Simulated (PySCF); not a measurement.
Relaxing a trial structure of AlB2FH4

The starting geometry of this gas-phase singlet was optimised with r2SCAN-D4; its bonds are those of `B[BH][AlH][F]`.

```yaml
atoms:
  - { symbol: Al, position_ang: [-0.0972, -0.8031, -1.5647] }
  - { symbol: B, position_ang: [-0.7370, 1.9533, -1.6650] }
  - { symbol: B, position_ang: [-0.8473, 0.8359, -2.7821] }
  - { symbol: F, position_ang: [0.4036, -0.4121, -0.0160] }
  - { symbol: H, position_ang: [-1.6046, 2.1031, -0.8275] }
  - { symbol: H, position_ang: [0.3043, 2.5395, -1.4471] }
  - { symbol: H, position_ang: [-1.1716, 0.6140, -3.9189] }
  - { symbol: H, position_ang: [0.0275, -2.3374, -1.9504] }
```

Predict what becomes of its bonds when it is optimised with PBE0-D3(BJ)/def2-SVP.

A new bond forms, giving a structure given below by its coordinates. Contacts that close: Al1–B2 (2.83 → 2.14 Å).

The energy falls by 0.28 eV over 53 steps:

```csv
step,E − E(last) (eV)
1,0.283
7,0.276
13,0.216
18,0.189
24,0.133
30,0.017
36,0.001
41,0.000
47,0.000
53,0.000
```

Final geometry (Å):

```xyz
8

Al   -0.3402   -0.5076   -1.2081
B    -0.9012    1.5411   -1.4858
B    -0.7175    1.0855   -2.9402
F     1.2028   -0.9833   -1.6474
H    -2.0320    1.5812   -1.0468
H     0.0327    1.5855   -0.6854
H    -0.6318    0.7232   -4.0769
H    -1.1171   -1.4560   -0.2123
```

The end wasn't checked by frequencies. Run with PySCF 2.14.0, 4.9 min on 2 threads of Intel(R) Xeon(R) Platinum 8259CL CPU @ 2.50GHz (Skylake/Cascade Lake), with other jobs on the host.
